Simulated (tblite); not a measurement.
A tight-binding relaxation on `FC(F)(F)c1cc2sccc2s1`.

Computed with GFN2-xTB geometry optimisation, gas phase (tblite 0.8.0). Start geometry: from a force field or distance geometry. A driver script takes a list of jobs; this job's settings line and coordinates (Å) are shown.

Input:
```
{"job": {"kind": "relax", "xc": "GFN2-xTB", "basis": "xTB"}, "charge": 0, "multiplicity": 1}
F      3.407600    -1.183200     0.539400
C      2.874200     0.061400     0.326600
F      3.510000     0.558400    -0.758900
F      3.259100     0.837000     1.376900
C      1.392300     0.023700     0.174100
C      0.653200     0.435000    -0.932300
C     -0.739400     0.251800    -0.718800
S     -2.175300     0.548200    -1.648900
C     -3.140900    -0.065200    -0.371300
C     -2.429200    -0.474800     0.729400
C     -1.029000    -0.288200     0.508200
S      0.411400    -0.583000     1.446400
H      1.086200     0.847700    -1.824600
H     -4.216600    -0.086400    -0.495800
H     -2.867900    -0.874300     1.627600
```

Output:
```
step      E/eV     max force
  0   -1012.19291    1.592
  1   -1012.25592    0.749
  2   -1012.27119    0.285
  3   -1012.27707    0.187
  4   -1012.28054    0.146
  5   -1012.28263    0.149
  6   -1012.28449    0.134
  7   -1012.28622    0.110
  8   -1012.28723    0.081
  9   -1012.28766    0.041
... (5 lines left out)
 15   -1012.28824    0.023
 16   -1012.28828    0.013
 17   -1012.28830    0.014
 18   -1012.28832    0.014
 19   -1012.28834    0.014
 20   -1012.28835    0.013
 21   -1012.28837    0.017
 22   -1012.28839    0.019
 23   -1012.28841    0.012
 24   -1012.28842    0.008
```

«max force» is the largest atomic force in eV/Å.

**Question.** From which step on does the largest force stay under 0.1 eV/Å, and how much energy is left to gain from there?

**Answer.** From step 8 (0.081 eV/Å), 1.2 meV above the end.

Main results: energy lowered by 2.2 kcal/mol over 24 steps; largest atomic force 0.008 eV/Å at the end.

**Question.** Where do the atoms end?

**Answer.** 0.029 Å rms from the input after alignment:
```
atom  x, y, z in Å
F1     3.3831   -1.1557    0.5344
C2     2.8483    0.0611    0.3225
F3     3.4521    0.5571   -0.7668
F4     3.2470    0.8218    1.3589
C5     1.3709    0.0251    0.1647
C6     0.6620    0.4357   -0.9272
C7    -0.7161    0.2534   -0.7203
S8    -2.1419    0.5457   -1.6482
C9    -3.1212   -0.0636   -0.3598
C10   -2.4145   -0.4722    0.7252
C11   -1.0313   -0.2916    0.5222
S12    0.3846   -0.5890    1.4614
H13    1.1088    0.8408   -1.8162
H14   -4.1850   -0.0822   -0.4906
H15   -2.8513   -0.8786    1.6178
```

Hardware: Arm Neoverse N1, one thread, shared host with 64 logical CPUs at a one-minute load of 60. Cost: 0.37 s of wall time.
Labels such as C1 count atoms from 1, the log's own numbers from 0.
